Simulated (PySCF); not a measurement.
Correlation energy of Ce³⁺ (cerium, charge +3)

[Xe] 4f1, 2F determinant. Calculation: PySCF 2.14, in ANO-RCC-VTZP (8s7p5d3f2g1h, 104 functions); the spin-free X2C one-electron Hamiltonian (Gaussian nucleus). Frozen: [Kr] 4d10; 9 electrons correlated.

MP2 pair energies summed by pair of shells (mhartree):

```json
{"pair": "5p-5p", "energy": "-131.67", "share (%)": "63.6"}
{"pair": "5s-5p", "energy": "-39.07", "share (%)": "18.9"}
{"pair": "4f-5p", "energy": "-24.50", "share (%)": "11.8"}
{"pair": "5s-5s", "energy": "-6.73", "share (%)": "3.3"}
{"pair": "4f-5s", "energy": "-4.90", "share (%)": "2.4"}
```

Total MP2 correlation energy: -206.89 mhartree.

Same-spin part -51.08 and opposite-spin part -155.80 mhartree; SCS-MP2 scales them by 1/3 and 6/5 to -203.99 mhartree.
